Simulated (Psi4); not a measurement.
methane (CH$_{4}$), singlet, at a GFN2-xTB geometry, atoms displaced at random by about 0.08 Å a coordinate; TPSS/cc-pVDZ, gradient (Psi4 1.11).

The Psi4 input:
```
memory 2 GB

molecule mol {
0 1
  C    -0.039128    0.131427   -0.056731
  H     0.710621    0.506480    0.626749
  H    -0.656820   -0.610084    0.630204
  H     0.596878   -0.678757   -0.724132
  H    -0.598511    0.488384   -0.615612
symmetry c1
no_reorient
no_com
}

set basis cc-pvdz
set reference rks

gradient('tpss')
print_variables()
```

What the program printed (banner, timings and long lists left out):

```
gradient() will perform analytic gradient computation.

   => Loading Basis Set <=

    Name: CC-PVDZ
    Role: ORBITAL
    Keyword: BASIS

         ---------------------------------------------------------
                                   SCF
               by Justin Turney, Rob Parrish, Andy Simmonett
                          and Daniel G. A. Smith
                              RKS Reference
         ---------------------------------------------------------

  ==> Geometry <==

    Molecular point group: c1
    Full point group: C1

    Geometry (in Angstrom), charge = 0, multiplicity = 1:

       Center              X                  Y                   Z               Mass
    ------------   -----------------  -----------------  -----------------  -----------------
         C           -0.039128000000     0.131427000000    -0.056731000000    12.000000000000
         H            0.710621000000     0.506480000000     0.626749000000     1.007825032230
         H           -0.656820000000    -0.610084000000     0.630204000000     1.007825032230
         H            0.596878000000    -0.678757000000    -0.724132000000     1.007825032230
         H           -0.598511000000     0.488384000000    -0.615612000000     1.007825032230

  Running in c1 symmetry.

  Rotational constants: A =      5.23320  B =      5.12205  C =      4.90979 [cm^-1]
  Rotational constants: A = 156887.37972  B = 153555.26416  C = 147191.65417 [MHz]
  Nuclear repulsion =   13.670263673296237

  Charge       = 0
  Multiplicity = 1
  Electrons    = 10
  Nalpha       = 5
  Nbeta        = 5

  ==> Algorithm <==

  SCF Algorithm Type is DF.
  DIIS enabled.
  MOM disabled.
  Fractional occupation disabled.
  Guess Type is SAD.
  Energy threshold   = 1.00e-08
  Density threshold  = 1.00e-08
  Integral threshold = 1.00e-12

  ==> Primary Basis <==

  Basis Set: CC-PVDZ
    Blend: CC-PVDZ
    Number of shells: 18
    Number of basis functions: 34
    Number of Cartesian functions: 35
    Spherical Harmonics?: true
    Max angular momentum: 2

  ==> DFT Potential <==

   => LibXC <=

    Version 7.1.2
    S. Lehtola, C. Steigemann, M. J. T. Oliveira, and M. A. L. Marques,  SoftwareX 7, 1–5 (2018) (10.1016/j.softx.2017.11.002)

   => Composite Functional: TPSS <=

    TPSS Meta-GGA XC Functional

    J. Tao, et al., Phys. Rev. Lett., 91, 146401, 2003

    Deriv               =              1
    GGA                 =           TRUE
    Meta                =           TRUE

[...]
  @DF-RKS Final Energy:   -40.44698041978113
    Total Energy =                        -40.4469804197811271
[...]
    K tasked:                   No
    wK tasked:                  No
    Integrals threads:           1
    Schwarz Cutoff:          1E-12
    Fitting Condition:       1E-10

   => Auxiliary Basis Set <=

  Basis Set: (CC-PVDZ AUX)
    Blend: CC-PVDZ-JKFIT
    Number of shells: 60
    Number of basis functions: 162
    Number of Cartesian functions: 181
    Spherical Harmonics?: true
    Max angular momentum: 3

  ==> DFT Potential <==

   => LibXC <=

    Version 7.1.2
    S. Lehtola, C. Steigemann, M. J. T. Oliveira, and M. A. L. Marques,  SoftwareX 7, 1–5 (2018) (10.1016/j.softx.2017.11.002)

   => Composite Functional: TPSS <=

    TPSS Meta-GGA XC Functional

    J. Tao, et al., Phys. Rev. Lett., 91, 146401, 2003

    Deriv               =              1
    GGA                 =           TRUE
    Meta                =           TRUE

    Exchange Hybrid     =          FALSE
    MP2 Hybrid          =          FALSE

   => Exchange Functionals <=

    1.0000   XC_MGGA_X_TPSS

   => Correlation Functionals <=

    1.0000   XC_MGGA_C_TPSS

   => LibXC Density Thresholds  <==

    XC_MGGA_C_TPSS:  1.00E-15
    XC_MGGA_X_TPSS:  1.00E-15

   => Molecular Quadrature <=

    Radial Scheme          =       TREUTLER
    Pruning Scheme         =           NONE
    Nuclear Scheme         =       TREUTLER

    Blocking Scheme        =         OCTREE
    BS radius alpha        =              1
    Pruning alpha          =              1
    Radial Points          =             75
    Spherical Points       =            302
    Total Points           =         109546
    Total Blocks           =            875
    Max Points             =            255
    Max Functions          =             34
    Weights Tolerance      =       1.00E-15

  -Total Gradient:
     Atom            X                  Y                   Z
    ------   -----------------  -----------------  -----------------
       1       -0.198370299008     0.237005577410    -0.187384867181
       2       -0.000086597926    -0.027064219813     0.002392369461
       3       -0.016035196900    -0.023211036620     0.021351353167
       4        0.024855815774    -0.032697159181    -0.025694649296
       5        0.189640831039    -0.154036244803     0.189338703100

  Variable Map:
  ----------------------------------------------------------------------------
[...]
  Array Variable Map:
  ----------------------------------------------------------------------------
[...]
[...]
```
